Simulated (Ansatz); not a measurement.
Energy needed to pull apart AlAsNH5 (SMILES [NH2][AlH][AsH2]), closed shell, into free ground-state atoms, from the structure below (displaced at random from a GFN2-xTB minimum); no zero-point or spin–orbit terms; open-shell atoms are treated unrestricted, in their ground-state multiplicity.

```
8
angstrom
N -1.1667 0.9700 -0.7811
Al 0.2714 0.4722 0.0279
As 1.2522 -1.7851 -0.0553
H -1.7725 0.3883 -1.2298
H -1.4994 2.0264 -0.8027
H 1.0011 1.5610 1.0319
H 1.9129 -1.3395 1.2732
H -0.1836 -2.0340 0.6886
```

Ansatz 0.2.0; basis: def2-TZVPP; cores frozen in the correlated methods. Filled d shells of the heavier atoms are correlated. The def2 sets are not built for correlating such inner shells, so the correlated values are less sure here.

```tsv
method	atomization energy (kJ/mol)
PBE-D4	2241
r2SCAN-D4	?
PBE0-D4	2196
BHLYP-D4	2170
wB97X-V	2250
wB97M-V	2229
HF	?
MP2	2139
CCSD	2121
CCSD(T)	2155
```

Problem. What does r2SCAN-D4 give? (An estimate is asked for; the value comes from the calculation.)

Solution. The calculation gives: 2221 kJ/mol, which is about 66 kJ/mol more than CCSD(T)/def2-TZVPP.

Problem. What does HF give? (Judge from chemistry; the value comes from the calculation.)

Solution. The calculation gives: 1485 kJ/mol, which is about 669 kJ/mol less than CCSD(T)/def2-TZVPP.

In triple zeta the MP2 and coupled-cluster atomization energies are still short of their basis limit by a few kcal/mol a bond, whereas those of the functionals are nearly converged, so these differences are not deviations from converged CCSD(T).

The T1 diagnostic stays at or below 0.012.

For scale, one of the runs: CCSD(T)/def2-TZVPP forces, 191 basis functions (an equivalent command: `ansatz run in.yaml --threads 4`). The run took 3.5 min on 4 CPU threads (shared host), with 3.8 GiB of host memory at its peak.
